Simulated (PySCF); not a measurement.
# PySCF run on MgIn

The script input.py:

```python
from pyscf import gto, dft

mol = gto.M(
    atom='Mg 0 0 0; In 0 0 2.745',
    basis='lanl2dz',
    ecp={'Mg': 'lanl2dz', 'In': 'lanl2dz'},
    charge=0,
    spin=1,
    verbose=4,
)
mf = dft.UKS(mol, xc='tpssh')
mf.kernel()
mf.stability(internal=True, external=True)
mf.dip_moment()
print('orbital energies (hartree):', [e[max(0, n-3):n+3].round(4) for e, n in zip(mf.mo_energy, mol.nelec)])
```

```bash
$ OMP_NUM_THREADS=1 python input.py
```

It prints (some set-up lines and the per-cycle HOMO/LUMO lines with their warnings removed):

```
PySCF version 2.14.0

[INPUT] verbose = 4
[INPUT] num. atoms = 2
[INPUT] num. electrons = 5
[INPUT] charge = 0
[INPUT] spin (= nelec alpha-beta = 2S) = 1
[INPUT] symmetry False subgroup None
[INPUT] Mole.unit = angstrom
[INPUT] Symbol           X                Y                Z      unit          X                Y                Z       unit  Magmom
[INPUT]  1 Mg     0.000000000000   0.000000000000   0.000000000000 AA    0.000000000000   0.000000000000   0.000000000000 Bohr   0.0
[INPUT]  2 In     0.000000000000   0.000000000000   2.745000000000 AA    0.000000000000   0.000000000000   5.187298211931 Bohr   0.0

nuclear repulsion = 1.15667149927869
number of shells = 8
number of NR pGTOs = 24
number of NR cGTOs = 16
basis = lanl2dz
ecp = {'Mg': 'lanl2dz', 'In': 'lanl2dz'}

******** <class 'pyscf.dft.uks.UKS'> ********
method = UKS
initial guess = minao
damping factor = 0
level_shift factor = 0
DIIS = <class 'pyscf.scf.diis.CDIIS'>
diis_start_cycle = 1
diis_space = 8
diis_damp = 0
SCF conv_tol = 1e-09
SCF conv_tol_grad = None
SCF max_cycles = 50
direct_scf = True
direct_scf_tol = 1e-13
number electrons alpha = 3  beta = 2
XC library pyscf.dft.libxc version 7.0.0
    S. Lehtola, C. Steigemann, M. J.T. Oliveira, and M. A.L. Marques.,  SoftwareX 7, 1–5 (2018)
XC functionals = tpssh
    V. N. Staroverov, G. E. Scuseria, J. Tao, and J. P. Perdew.,  J. Chem. Phys. 119, 12129 (2003)
radial grids:
    Treutler-Ahlrichs [JCP 102, 346 (1995); DOI:10.1063/1.469408] (M4) radial grids

becke partition: Becke, JCP 88, 2547 (1988); DOI:10.1063/1.454033
pruning grids: <function nwchem_prune>
grids dens level: 3
symmetrized grids: False
atomic radii adjust function: <function treutler_atomic_radii_adjust>
small_rho_cutoff = 0
Set gradient conv threshold to 3.16228e-05
tot grids = 40456
init E= 5.99645947554571

cycle= 1 E= -2.63212491814117  delta_E= -8.63  |g|= 0.13  |ddm|= 2.08
cycle= 2 E= -2.58318663698983  delta_E= 0.0489  |g|= 0.175  |ddm|= 0.909
cycle= 3 E= -2.6741341159252  delta_E= -0.0909  |g|= 0.0255  |ddm|= 0.582
cycle= 4 E= -2.67559967946007  delta_E= -0.00147  |g|= 0.00485  |ddm|= 0.098
cycle= 5 E= -2.67566189689896  delta_E= -6.22e-05  |g|= 0.000943  |ddm|= 0.0221
cycle= 6 E= -2.67567506371781  delta_E= -1.32e-05  |g|= 0.000821  |ddm|= 0.00873
cycle= 7 E= -2.6756853186671  delta_E= -1.03e-05  |g|= 0.000768  |ddm|= 0.00698
cycle= 8 E= -2.67570151104074  delta_E= -1.62e-05  |g|= 0.000726  |ddm|= 0.0117
cycle= 9 E= -2.67574675980214  delta_E= -4.52e-05  |g|= 0.00125  |ddm|= 0.154
cycle= 10 E= -2.6757799989837  delta_E= -3.32e-05  |g|= 0.000334  |ddm|= 0.0436
cycle= 11 E= -2.67578019606883  delta_E= -1.97e-07  |g|= 0.000116  |ddm|= 0.00137
cycle= 12 E= -2.67578090698455  delta_E= -7.11e-07  |g|= 2.75e-05  |ddm|= 0.00656
cycle= 13 E= -2.67578094159844  delta_E= -3.46e-08  |g|= 3.49e-06  |ddm|= 0.00161
cycle= 14 E= -2.67578094208365  delta_E= -4.85e-10  |g|= 5.4e-07  |ddm|= 0.000194
Extra cycle  E= -2.67578094208322  delta_E= 4.25e-13  |g|= 7.87e-07  |ddm|= 3.87e-06
converged SCF energy = -2.67578094208322  <S^2> = 0.79738756  2S+1 = 2.0468391
uhf_internal: lowest eigs of H = [-7.86264480e-07  1.84939098e-02  2.74990404e-02]
<class 'pyscf.dft.uks.UKS'> wavefunction is stable in the internal stability analysis
uhf_real2complex: lowest eigs of H = [0.01252209 0.03045895 0.0761678 ]
<class 'pyscf.dft.uks.UKS'> wavefunction is stable in the real -> complex stability analysis
uhf_external: lowest eigs of H = [-0.43337142 -0.08767469 -0.01322551]
Dipole moment(X, Y, Z, Debye): -0.00000, -0.00000, -0.80391
orbital energies (hartree): [array([-0.3381, -0.1948, -0.1323, -0.1001, -0.084 , -0.0321]), array([-0.3146, -0.1867, -0.0855, -0.0809, -0.0717])]
```

In short: E(SCF) = -2.675781 Eh, 14 cycles, ⟨S²⟩ = 0.797, μz(SCF) = -0.80 D, internal stable; real -> complex stable.

Run time: 9.1 s on 1 thread of Intel Xeon Platinum 8488C (shared host).

The bond length is a typed value, not an optimised one. No search for the lowest solution was made.
